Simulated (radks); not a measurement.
Values are calculated unless marked as measured or tabulated.
Numerical settings for the sulfur ion S+, [Ne] 3s2 3p3. Level of theory: non-relativistic Kohn-Sham, PBE, spin-unpolarised, spherical densities, point nucleus (a radial shooting solver on a logarithmic mesh with Libxc functionals). The defaults (mesh step 0.008 in ln r, mesh end at 40 bohr or more with all orbitals vanishing there, Anderson mixing 0.5 over 9 steps, residual threshold near 1e-9 with the energy settled to 1e-9 hartree or 1e-11 of itself, here a cap of 81 iterations) give E = -397.4818 hartree and 3p at -16.808 eV in 13 iterations. Run on one thread of a shared host, so times are rough (Arm Neoverse V2): 0.05 s of CPU time, 0.05 s wall, 13 iterations on 2476 mesh points. Changes against that run (0 stands for a change within the tolerance of the run):

| setting | iterations | converged | E (mhartree) | e(3p) (meV) | CPU (s) |
|---|---|---|---|---|---|
| mesh step in ln r 0.12 | 4 | no | diverged | - | 0 |
| mesh step in ln r 0.2 | 81 | no | -1.16e+06 | - | 0.11 |
| mesh step in ln r 0.005 | 13 | yes | 0 | 0 | 0.08 |
| mesh end (bohr) 2 | 13 | level above zero | +5.32e+03 | +4.78e+04 | 0.04 |
| mesh end (bohr) 5 | 13 | yes | +15.3 | +485 | 0.05 |
| residual threshold 1e-16 | 81 | no | 0 | 0 | 0.17 |
| residual threshold 0.001 | 8 | yes | 0 | -0.388 | 0.04 |
| mixing 0.01 | 19 | yes | 0 | 0 | 0.07 |
| linear mixing, mixing 0.2 | 81 | no | 0 | 0 | 0.21 |
| linear mixing, mixing 0.8 | 18 | yes | 0 | 0 | 0.06 |
| mixing history 2 | 19 | yes | 0 | 0 | 0.06 |
| iteration cap 2 | 2 | no | +134 | -8.24e+03 | 0.01 |

Settled on a wrong energy, with an occupied level pushed above zero by the early mesh end: mesh end (bohr) 2 (+5.32 hartree). Apart from these: settings that end as converged yet miss the energy by more than 1 mhartree: mesh end (bohr) 5 (+0.0153 hartree). A mesh that ends early acts as a hard wall.
